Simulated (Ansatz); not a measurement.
Computed with Ansatz on PBE0-D4/def2-TZVP structures; ΔE is electronic, products minus reactants. CCSD(T)/CBS adds triple-zeta CCSD(T) − MP2 to the extrapolated MP2 energy (def2 sets, frozen cores). This one scheme is used for every species. For Sc outer-core shells are correlated without core-valence functions, which leaves a few kJ/mol of doubt a bond. Scalar relativity is left out up to krypton. One conformer a species, not always the lowest.

Consider the formal exchange of groups at the Sc–F bond: `[NH2][Sc]([NH2])[F]` + `CN(C)C` → `C[N](C)[Sc]([NH2])[NH2]` + fluoromethane.

`[NH2][Sc]([NH2])[F]`:

Z-matrix (Å, degrees):
```
N
Sc 1 1.984
H 1 1.012 2 126.9
H 1 1.013 2 126.1 3 180.0
N 2 1.984 1 118.6 3 -180.0
F 2 1.857 1 120.7 3 0.0
H 5 1.013 2 126.1 1 -0.0
H 5 1.012 2 126.9 1 180.0
```

`CN(C)C`:

```xyz
13

C     0.700   -0.263   -1.156
N    -0.223   -0.414   -0.058
C    -1.227    0.621   -0.067
C     0.467   -0.470    1.207
H     1.414   -1.090   -1.158
H     0.157   -0.280   -2.104
H     1.273    0.682   -1.108
H    -1.771    0.605   -1.014
H    -0.800    1.634    0.064
H    -1.944    0.452    0.740
H     1.181   -1.296    1.206
H    -0.249   -0.640    2.015
H     1.022    0.460    1.434
```

`C[N](C)[Sc]([NH2])[NH2]`:

Cartesian coordinates in Å:
```
C 1.170 -1.482 0.740
N 0.450 -0.239 0.662
C 0.595 0.545 1.860
Sc -0.622 0.330 -0.916
N -1.576 2.086 -0.894
N -0.742 -0.856 -2.521
H 1.048 -2.064 -0.181
H 2.252 -1.328 0.886
H 0.822 -2.114 1.573
H 0.039 1.487 1.782
H 1.646 0.804 2.064
H 0.217 0.018 2.751
H -2.144 2.464 -1.643
H -1.591 2.768 -0.146
H -1.259 -0.659 -3.369
H -0.306 -1.761 -2.648
```

`CF`:

Z-matrix (Å, degrees):
```
C
F 1 1.376
H 1 1.092 2 109.1
H 1 1.092 2 109.1 3 -120.0
H 1 1.092 2 109.1 3 120.0
```

```
                  species  CCSD(T)/CBS(def2) energy (Eh)
    `[NH2][Sc]([NH2])[F]`                     -971.94717
                 `CN(C)C`                     -174.25827
`C[N](C)[Sc]([NH2])[NH2]`                    -1006.50702
                     `CF`                     -139.63461
```

Problem. Work out ΔE.

Solution. ΔE = (-1006.50702) + (-139.63461) − (-971.94717) − (-174.25827) = 0.06381 Eh = +167.5 kJ/mol.

Largest T1 diagnostic among the species: 0.015.

From PBE to PBE0 (25 % exact exchange), in def2-TZVPP and without D4, ΔE moves by +3.1 kJ/mol. The D4 term adds −3.4 kJ/mol with B3LYP and −2.5 kJ/mol with PBE0; it sums over pairs of atoms, weighted by their polarisabilities, and B3LYP, whose exchange is more repulsive, gets the larger term.

B3LYP here is the variant with VWN-RPA as its local correlation; programs differ in this.
